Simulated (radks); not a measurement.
Results of a calculation; reference values are marked as such.
C0.75+, 5.25 electrons, occupied as [He] 2s2 2p(up 1, down 0.25) (fractional occupations, a model configuration). Code: a radial shooting solver on a logarithmic mesh with Libxc functionals. Model: scalar-relativistic Kohn-Sham, PBE, spin-polarised, spherical densities, finite nucleus; Fermi nuclear charge, rms radius 2.4702 fm.

Radial electron density D(r) = 4 pi r^2 rho(r):

```
   r/bohr * D(r) (the largest magnitude, 6.25, reaches the edge; | marks zero)
  0.01143 | *
  0.01269 | *
  0.01408 | *
  0.01562 |  *
  0.01733 |  *
  0.01923 |   *
  0.02134 |    *
  0.02368 |     *
  0.02628 |      *
  0.02916 |        *
  0.03235 |         *
   0.0359 |           *
  0.03983 |             *
   0.0442 |               *
  0.04904 |                  *
  0.05441 |                     *
  0.06038 |                        *
    0.067 |                            *
  0.07434 |                               *
  0.08249 |                                   *
  0.09153 |                                       *
   0.1016 |                                           *
   0.1127 |                                              *
    0.125 |                                                 *
   0.1387 |                                                    *
    0.154 |                                                     *
   0.1708 |                                                      *
   0.1895 |                                                      *
   0.2103 |                                                    *
   0.2352 |                                                 *
    0.261 |                                             *
   0.2896 |                                        *
   0.3214 |                                  *
   0.3566 |                             *
   0.3957 |                       *
   0.4391 |                   *
   0.4872 |               *
   0.5406 |             *
   0.5998 |            *
   0.6656 |            *
   0.7385 |             *
   0.8195 |              *
   0.9093 |                *
    1.009 |                 *
    1.119 |                  *
    1.242 |                  *
    1.378 |                 *
    1.529 |               *
    1.697 |             *
    1.883 |          *
    2.089 |       *
    2.318 |     *
    2.572 |   *
    2.854 |  *
    3.167 |*
    3.514 |*
      3.9 *
    4.327 *
    4.801 *
    5.327 *
    5.911 *
```

D(r) has 2 maxima, at r = 0.172, 1.17 bohr, and minima at 0.629 bohr, inside which lie 2.13 electrons.
